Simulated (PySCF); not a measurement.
Vertical excitations of a molecule C10H12N2 from TDA-PBE0/def2-SVP in PySCF, as energy in eV (oscillator strength): 5.17 (0.623), 5.87 (0.000), 5.98 (0.019), 6.22 (0.009), 6.32 (0.025), 6.49 (0.002). Lowest triplet (TDA): 3.51 eV. Geometry optimised at B3LYP-D3(BJ)/def2-SVP. One conformer was computed; it need not be the lowest.

Problem. Which molecule gave these data?
(A) Cn1cccc1-c1cccn1C
(B) CCc1cc(CC)c(C#N)cn1
(C) C#Cc1cncnc1C(C)(C)C
(D) C#Cc1ncc(C(C)(C)C)cn1

Solution. A, Cn1cccc1-c1cccn1C
